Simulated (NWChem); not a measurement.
System: BeF2 anion, doublet; SMILES of the neutral closed-shell parent [F][Be][F]

Parts of the log:

```
             Northwest Computational Chemistry Package (NWChem) 7.3.0
             --------------------------------------------------------

 C2V symmetry detected

                             Geometry "geometry" -> ""
                             -------------------------

 Output coordinates in angstroms (scale by  1.889725989 to convert to a.u.)

  No.       Tag          Charge          X              Y              Z
 ---- ---------------- ---------- -------------- -------------- --------------
    1 Be                   4.0000     0.00000000     0.00000000     0.52612691
    2 F                    9.0000     1.32635600     0.00000000    -0.11691709
    3 F                    9.0000    -1.32635600     0.00000000    -0.11691709

 Effective nuclear repulsion energy (a.u.)      42.0065684996

      Symmetry information
      --------------------

 Group name             C2v
 Group number             16
 Group order               4
 No. of unique centers     2

  pbe96 is a nonlocal functional; adding pw91lda local functional.

                                 NWChem DFT Module
                                 -----------------

 Summary of "ao basis" -> "ao basis" (spherical)
 ------------------------------------------------------------------------------
       Tag                 Description            Shells   Functions and Types
 ---------------- ------------------------------  ------  ---------------------
 Be                         6-31+g*                  8       18   4s3p1d
 F                          6-31+g*                  8       18   4s3p1d

      Symmetry analysis of basis
      --------------------------

        a1         22
        a2          6
        b1         17
        b2          9

            General Information
            -------------------
          SCF calculation type: DFT
          Wavefunction type:  spin polarized.
          No. of atoms     :     3
          No. of electrons :    23
           Alpha electrons :    12
            Beta electrons :    11
          Charge           :    -1
          Spin multiplicity:     2
          Use of symmetry is: on ; symmetry adaption is: on
          Maximum number of iterations: 150
          AO basis - number of functions:    54
                     number of shells:    24
          Convergence on energy requested:  1.00D-06
          Convergence on density requested:  1.00D-05
          Convergence on gradient requested:  5.00D-04

              XC Information
              --------------
          PerdewBurkeErnzerhof Exchange Functional  1.000
            Perdew 1991 LDA Correlation Functional  1.000 local
           PerdewBurkeErnz. Correlation Functional  1.000 non-local

             Grid Information
             ----------------
          Grid used for XC integration:  medium
          Radial quadrature: Mura-Knowles
          Angular quadrature: Lebedev.
          Tag              B.-S. Rad. Rad. Pts. Rad. Cut. Ang. Pts.
          ---              ---------- --------- --------- ---------
          Be                  1.05       49          11.0       434
          F                   0.50       49          10.0       434
          Grid pruning is: on
          Number of quadrature shells:    98
          Spatial weights used:  Erf1

      Superposition of Atomic Density Guess
      -------------------------------------

 Sum of atomic energies:        -213.32610785

 Renormalizing density from      22.00 to     23

      Non-variational initial energy
      ------------------------------

 Total energy =    -219.058031
 1-e energy   =    -397.470089
 2-e energy   =     136.405489
 HOMO         =       0.129748
 LUMO         =       0.177475

   Symmetry analysis of molecular orbitals - initial alpha
   -------------------------------------------------------

  Numbering of irreducible representations:

     1 a1          2 a2          3 b1          4 b2

  Orbital symmetries:

     1 a1          2 b1          3 a1          4 a1          5 b1
     6 a1          7 b1          8 a1          9 b2         10 a2
    11 b1         12 a1         13 b1         14 b2         15 a1
    16 a1         17 b2         18 a1         19 b1         20 b1
    21 a1         22 a2

   Symmetry analysis of molecular orbitals - initial beta
   ------------------------------------------------------

  Numbering of irreducible representations:

     1 a1          2 a2          3 b1          4 b2

  Orbital symmetries:

     1 a1          2 b1          3 a1          4 a1          5 b1
     6 a1          7 b1          8 a1          9 b2         10 a2
    11 b1         12 a1         13 b1         14 b2         15 a1
    16 a1         17 b2         18 a1         19 b1         20 b1
    21 a1         22 a2

     ---------------------------------------------
      Total Density - Mulliken Population Analysis
     ---------------------------------------------

    Atom       Charge   Shell Charges
 -----------   ------   -------------------------------------------------------
    1 Be   4     4.05   2.00  0.27  0.36  0.28  0.15  0.85  0.09  0.07
    2 F    9     9.47   2.00  0.88  3.07  1.08  2.30 -0.14  0.28  0.00
    3 F    9     9.47   2.00  0.88  3.07  1.08  2.30 -0.14  0.28  0.00

     --------------------------------------------
      Spin Density - Mulliken Population Analysis
     --------------------------------------------

    Atom       Charge   Shell Charges
 -----------   ------   -------------------------------------------------------
    1 Be   4     0.98   0.00  0.05  0.03 -0.05  0.03  0.85  0.08  0.00
    2 F    9     0.01   0.00  0.01  0.02 -0.00  0.01 -0.02 -0.00  0.00
    3 F    9     0.01   0.00  0.01  0.02 -0.00  0.01 -0.02 -0.00  0.00

   convergence    iter        energy       DeltaE   RMS-Dens  Diis-err
 ---------------- ----- ----------------- --------- --------- ---------
 d= 0,ls=0.0,diis     1   -214.2862330144 -2.56D+02  2.23D-02  2.54D-01
                                                     8.12D-03  2.52D-01
 d= 0,ls=0.0,diis     2   -214.2665923428  1.96D-02  9.19D-03  3.57D-01
                                                     4.78D-03  3.51D-01
 d= 0,ls=0.0,diis     3   -214.3690071667 -1.02D-01  3.48D-03  4.63D-02
                                                     2.14D-03  4.69D-02
 d= 0,ls=0.0,diis     4   -214.3850497457 -1.60D-02  2.67D-03  8.53D-04
                                                     4.85D-04  7.03D-04
 d= 0,ls=0.0,diis     5   -214.3857634083 -7.14D-04  2.88D-04  3.92D-05
                                                     9.34D-05  3.40D-05
  Resetting Diis
 d= 0,ls=0.0,diis     6   -214.3857894286 -2.60D-05  2.64D-05  1.55D-07
                                                     8.33D-06  1.69D-07
 d= 0,ls=0.0,diis     7   -214.3857895448 -1.16D-07  7.35D-06  1.36D-08
                                                     4.66D-06  2.43D-08

         Total DFT energy =     -214.385789544809
      One electron energy =     -387.220841332817
           Coulomb energy =      154.584497267350
    Exchange-Corr. energy =      -23.756013978930
 Nuclear repulsion energy =       42.006568499587

 Numeric. integr. density =       23.000003199325

                  Occupations of the irreducible representations
                  ----------------------------------------------

                     irrep           alpha         beta
                     --------     --------     --------
                     a1                6.0          5.0
                     a2                1.0          1.0
                     b1                4.0          4.0
                     b2                1.0          1.0

                    DFT Final Alpha Molecular Orbital Analysis
                    ------------------------------------------

 Vector   10  Occ=1.000000D+00  E=-1.307520D-01  Symmetry=a2
              MO Center=  1.0D-13, -1.3D-15, -1.1D-01, r^2= 2.3D+00
   Bfn.  Coefficient  Atom+Function         Bfn.  Coefficient  Atom+Function
  ----- ------------  ---------------      ----- ------------  ---------------
    22      0.463534  2 F  py                40     -0.463534  3 F  py
    26      0.290415  2 F  py                44     -0.290415  3 F  py
    30      0.101329  2 F  py                48     -0.101329  3 F  py
    14      0.032945  1 Be d -2

 Vector   11  Occ=1.000000D+00  E=-1.230514D-01  Symmetry=b1
              MO Center=  2.0D-14, -1.2D-16, -8.0D-02, r^2= 2.3D+00
   Bfn.  Coefficient  Atom+Function         Bfn.  Coefficient  Atom+Function
  ----- ------------  ---------------      ----- ------------  ---------------
    23      0.360707  2 F  pz                41     -0.360707  3 F  pz
    21      0.299894  2 F  px                39      0.299894  3 F  px
    27      0.231868  2 F  pz                45     -0.231868  3 F  pz
    25      0.181058  2 F  px                43      0.181058  3 F  px
    31      0.067718  2 F  pz                49     -0.067718  3 F  pz

 Vector   12  Occ=1.000000D+00  E= 5.793557D-02  Symmetry=a1
              MO Center=  4.0D-16, -1.3D-14,  1.6D+00, r^2= 5.7D+00
   Bfn.  Coefficient  Atom+Function         Bfn.  Coefficient  Atom+Function
  ----- ------------  ---------------      ----- ------------  ---------------
    10      0.650770  1 Be s                  6      0.274539  1 Be s
     9      0.247654  1 Be pz                13      0.229044  1 Be pz
     5      0.225325  1 Be pz                 2      0.131754  1 Be s
    23     -0.127682  2 F  pz                41     -0.127682  3 F  pz
    31     -0.100918  2 F  pz                49     -0.100918  3 F  pz

[...]
```

Level: PBE/6-31+G* (spherical d), spin-unrestricted. In the optimisation the excess spin sits in a1 (C2v, its own frame). All runs use the structure optimised with B3LYP/def2-SVPD, spin-unrestricted. This spin state was assumed; another may lie lower. No stability test was run on the SCF state. The highest occupied level is positive, so the extra electron may be held by the finite basis.

### Question
Which NWChem input produces such a log?

### Answer
This is not unique; one that fits is the input that was run:
```
start job
memory heap 200 mb stack 900 mb global 1100 mb
charge -1
geometry units angstroms noautoz
  Be     0.000000     0.000000     0.564691
  F      1.326356     0.000000    -0.078353
  F     -1.326356     0.000000    -0.078353
end
basis spherical
  Be library 6-31+g*
  F library 6-31+g*
end
dft
  odft
  mult 2
  xc xpbe96 cpbe96
  iterations 150
  mulliken
end
task dft energy
```
